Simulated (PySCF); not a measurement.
Compound: C5H4F2O2.
SMILES: `FC(F)OC1=COC=C1`

Jobs on this species (13 atoms, 68 electrons) with PySCF (density fitting). Hardware of each: x86-64 server, one thread, on a shared host. The host was shared with other jobs, so the times are rough.

| level and settings | work | basis functions | SCF cycles | wall time |
| --- | --- | --- | --- | --- |
| PBE0-D3(BJ)/def2-SVP, grid level 1 | geometry optimisation from a GFN2-xTB start | 146 | ? | ? |
| KT3/pcSseg-1 | shieldings, ring-centre shieldings | 173 | ? | ? |
| CAM-B3LYP/def2-SVPD | 10 singlets by full TDDFT, 4 Tamm–Dancoff triplets, polarisability, ΔSCF ions | 224 | 14 | 1.7 min |
| PBE0/pcSseg-1 | shieldings, ring-centre shieldings, charges and field gradients | 173 | 14 | 29 s |
| B3LYP/pcJ-1 | spin–spin couplings from 6 perturbed nuclei, spin–dipole term for 2 of them | 283 | 14 | 62 s |

Task: Fill in the missing figures.

Result: 
- PBE0-D3(BJ)/def2-SVP, grid level 1; geometry optimisation from a GFN2-xTB start: 3.2 min, 121 SCF cycles
- KT3/pcSseg-1; shieldings, ring-centre shieldings: 41 s, 16 SCF cycles

Task: What do all jobs in the table cost together?

Result: About 7.1 min; the longest takes about 45 % of that, and about 6.6 times as long as the shortest.
